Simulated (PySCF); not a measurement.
## LuSCl: fields on a plane

These are results of PBE in PySCF with Lu def2-SVP with ECP28, S def2-SVP, Cl def2-SVP; scalar-relativistic core potentials, no spin–orbit coupling; density-fitted integrals, not measurements.

The singlet minimum has Lu–Cl 2.389 Å, Lu–S 2.268 Å; Cl–Lu–S 114.2°.

The plane holds Lu1 at (0.00, 0.00), S2 at (2.27, 0.00), Cl3 at (-0.98, 2.18) Å. Columns run from x = -2.85 to 4.65 Å, rows from y = 4.35 (top) to -1.95 Å, in steps of 0.3 Å. Other isomers or separated fragments may lie lower. Core electrons replaced by a potential are absent, the electrostatic potential uses the reduced nuclear charge, and values within about 0.7 Å of such atoms have no physical meaning.

Q: Give the electrostatic potential (V) (cut at 20 V). Lower edges of the bins (V): '_' -1.73, '.' -1.60, ':' -1.40, '-' -1.08, '=' -0.56, '+' 0.25, '*' 1.53, '#' 3.56, '%' 6.79, '@' 11.90; top 20.0, each point printed twice.

A: 
```
======--------------------------------------========
====--------------------------------------------====
====------====--------------------------------------
==----====++++++==----------------------------------
==--==++**##%%##**++----::::------------------------
======**%%@@@@@@@@##++--::::::::::::::::------------
====++##@@@@@@@@@@%%**==::::::::::::::::::::--------
====++%%@@@@@@@@@@@@**==--::::..........::::::------
====++##@@@@@@@@@@@@**++==--::..________....::::----
====++**@@@@@@@@@@%%##**++==--....________....::::--
======++##%%@@@@@@%%%%##**++==----==----........::--
====++++**##%%%%@@@@@@@@%%********####++==::....::::
++++++++**##%%@@@@@@@@@@@@%%##%%@@@@@@%%**==::..::::
++++++****##@@@@@@@@@@@@@@%%%%@@@@@@@@@@%%++--..::::
++++****##%%@@@@@@@@@@@@@@@@@@@@@@@@@@@@%%**--::::::
++******##%%@@@@@@@@@@@@@@@@@@@@@@@@@@@@@@**--::::::
++******##%%@@@@@@@@@@@@@@%%%%@@@@@@@@@@%%++--::::::
********##%%%%@@@@@@@@@@@@%%##%%@@@@@@%%**==::::::--
********####%%%%@@@@@@@@%%##****######**==--::::::--
********######%%%%%%%%%%##**++========----::::::----
**********##############**++==----::::::::::::------
++**********##########****++====--::::::::----------
```

Q: Give the lowest empty orbital (Å^-3/2) at -3.74 eV (cut at ±0.3; overall sign arbitrary). Lower edges of the bins (Å^-3/2): '0' -0.300, '1' -0.240, '2' -0.180, '3' -0.120, '4' -0.060, '5' 0.000, '6' 0.060, '7' 0.120, '8' 0.180, '9' 0.240; top 0.30.

A: 
```
55555555555555555555544444
55555555555555555555555444
55555555555555555555555544
55555555555555555555555554
55555555555555555555555555
55555655444555555555555555
55556655444455555555555555
55555505344455555555555555
55555454234555554555555555
55554322344555544455555555
55554333345555444455555555
55554433456655444445555555
55555432346654333455555555
55555431035643212456665555
55555530092322103857665555
55666540099001103557765555
56666654110012222467665555
56667776643333333566665555
56667778776544444556555555
56667788877655555555555555
55666777777665555555555555
55666677777665555555555555
```

Stability towards spin polarisation was not tested.
